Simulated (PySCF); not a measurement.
Several molecules and their computed UV-vis stick spectra, shuffled. Computed, not measured: PySCF 2.14.0, density-fitted response routines, TDDFT CAM-B3LYP/def2-SVPD, vertical, gas phase, core orbitals frozen in the response. Geometries: GFN2-xTB; one conformer of each isolated species. Triplets are in the Tamm–Dancoff approximation.

A. `[SiH]1(N[SiH2]N1)N[SiH3]`
B. `N#CC[Si@@H](Cl)CCCl`
C. `CC#C[C@H](C)NC=O`

Lowest singlet levels (six at most, fewer where fewer were computed) with oscillator strengths:

1. 212 nm (f 0.035); 198 nm (f 0.000); 189 nm (f 0.013); 183 nm (f 0.002); 173 nm (f 0.001); 172 nm (f 0.001); T1 5.58 eV
2. 213 nm (f 0.001); 188 nm (f 0.002); 182 nm (f 0.011); 181 nm (f 0.030); 178 nm (f 0.008); 176 nm (f 0.003); T1 5.31 eV
3. 167 nm (f 0.000); 165 nm (f 0.000); 163 nm (f 0.005); 161 nm (f 0.024); 158 nm (f 0.013); 156 nm (f 0.004); T1 6.38 eV

Question: Which spectrum belongs to which structure?

Answer: 1 = A, 2 = C, 3 = B.
- A: S1 at 5.85 eV, HOMO→LUMO (93%); Löwdin shares by element: HOMO nitrogen 80%, silicon 6% or more; LUMO silicon 37% or more, hydrogen 21% or more (atoms not listed hold the other 42%); HOMO -8.29 and LUMO 0.88 eV.
- B: S1 at 7.42 eV, HOMO→LUMO+2 (30%), HOMO-2→LUMO+2 (15%), HOMO→LUMO+1 (14%); Löwdin shares by element: HOMO chlorine 47%, carbon 19% or more (atoms not listed hold the other 33%); LUMO carbon 23% or more, silicon 16%, chlorine 10% or more (atoms not listed hold the other 51%); HOMO -10.04 and LUMO 0.83 eV.
- C: S1 at 5.82 eV, HOMO-2→LUMO+2 (35%), HOMO→LUMO+2 (24%), HOMO-2→LUMO+3 (9%); Löwdin shares by element: HOMO carbon 40% or more, oxygen 24%, nitrogen 13% (atoms not listed hold the other 23%); LUMO carbon 39% or more, hydrogen 12% or more (atoms not listed hold the other 50%); HOMO -8.69 and LUMO 1.01 eV.
A and C have S1 within 0.04 eV of each other; their strongest listed levels stand at 5.85 eV (f 0.035) and 6.87 eV (f 0.030).
